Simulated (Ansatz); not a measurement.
`CO[Si](O)([SiH3])Br` → `[CH2]` (triplet) + `O[Si](O)([SiH3])Br`  (formal loss of a carbene)

Gas-phase electronic energies from Ansatz, PBE0-D4/def2-TZVP geometries. CCSD(T)/CBS adds triple-zeta CCSD(T) − MP2 to the extrapolated MP2 energy (def2 sets, frozen cores). This one scheme is used for every species. DFT in def2-TZVPP. B3LYP here is the variant with VWN-RPA as its local correlation; programs differ in this. Triplets are unrestricted, without spin–orbit coupling. For Br outer-core shells are correlated without core-valence functions, which leaves a few kJ/mol of doubt a bond. Scalar relativity is left out up to krypton. Each species was taken in one conformer, which may not be the lowest.

```csv
level,ΔE (eV)
B3LYP-D4,3.96
ωB97X-V,4.12
B3LYP,3.83
SCS-MP2/def2-QZVPP,4.07
```

(1) What does CCSD(T)/CBS give? (Best estimate.)

Largest T1 diagnostic among the species: 0.011.

Answers

(1) Computed: +3.96 eV. The listed levels differ from it by 0.00, 0.16, -0.13, 0.11 eV.

In def2-TZVPP, CCSD(T) changes the Hartree–Fock value by +1.34 eV (the triples alone add +0.11 eV) and MP2 by +1.43 eV. The D4 term adds +0.13 eV with B3LYP and +0.07 eV with PBE0; it sums over pairs of atoms, weighted by their polarisabilities, and B3LYP, whose exchange is more repulsive, gets the larger term.
